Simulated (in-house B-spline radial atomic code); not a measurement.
Configurations of neutral arsenic, with energies counted from [Ar] 3d10 4s2 4p3. Level of theory: Dirac-Hartree-Fock, average of configuration, Fermi nucleus of rms radius 4.0968 fm; calculated with a B-spline radial code for spherical atoms. Energies include first-order Breit, QED and recoil terms.

Occupations are held fixed; configurations that lie above the ionisation limit could autoionise.

| configuration | E - E(ref) (eV) | highest orbital | its <r> (bohr) |
| --- | --- | --- | --- |
| [Ar] 3d10 4s2 4p2 6d1 | 7.7863 | 6d5/2 | 32.59 |
| [Ar] 3d10 4s2 4p2 8s1 | 7.8365 | 8s1/2 | 39.35 |
| [Ar] 3d10 4s1 4p3 4f1 | 17.562 | 4f5/2 | 17.97 |
| [Ar] 3d9 4s2 4p3 5f1 | 48.316 | 5f5/2 | 31.46 |
| [Ar] 3d9 4s2 4p3 6g1 | 48.483 | 6g9/2 | 44 |

(1) Order these further configurations by energy, lowest first.
A. [Ar] 3d9 4s2 4p3 8s1
B. [Ar] 3d10 4s2 4p2 6g1
C. [Ar] 3d10 4s2 4p2 4d1
D. [Ar] 3d10 4s1 4p3 5g1
E. [Ar] 3d9 4s2 4p3 7g1

Answers

(1) C (6.7584 eV), B (7.9785 eV), D (17.869 eV), A (48.332 eV), E (48.583 eV).
